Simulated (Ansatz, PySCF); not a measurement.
Barrier from R1 to the saddle point P1, each structure at its B3LYP-D3(BJ)/def2-TZVP stationary point, reached from a drawn start; harmonic modes at that level show the others as minima.
R1, H3Si (SMILES [SiH3]) (charge 0, multiplicity 2, Z-matrix in Å and degrees):
```
Si
H 1 1.4828
H 1 1.4828 2 111.02
H 1 1.4828 2 111.02 3 124.02
```
P1, H3Si, a first-order saddle point (one imaginary mode, 700i cm⁻¹) (charge 0, multiplicity 2, Z-matrix in Å and degrees):
```
Si
H 1 1.4669
H 1 1.4669 2 120.00
H 1 1.4669 2 120.00 3 180.00
```

P less R. No zero-point or thermal terms; open shells are unrestricted. No path was followed down from the saddle.

Frozen-core correlation throughout.

Programs: Ansatz (Gaussian orbitals); PySCF for the D3/D4 terms. No computed number here is a measurement.

Q: One of these levels gives 4.21 kcal/mol for the barrier height. Name it.
A. BHLYP/def2-TZVPP
B. BLYP/def2-TZVPP
C. CCSD/cc-pV(Q+d)Z
D. PBE-D3(BJ)/def2-TZVPP

A: D, PBE-D3(BJ)/def2-TZVPP. The others give 4.78 (BLYP/def2-TZVPP), 6.06 (BHLYP/def2-TZVPP), 5.59 (CCSD/cc-pV(Q+d)Z)

Ansatz is a first-principles code.
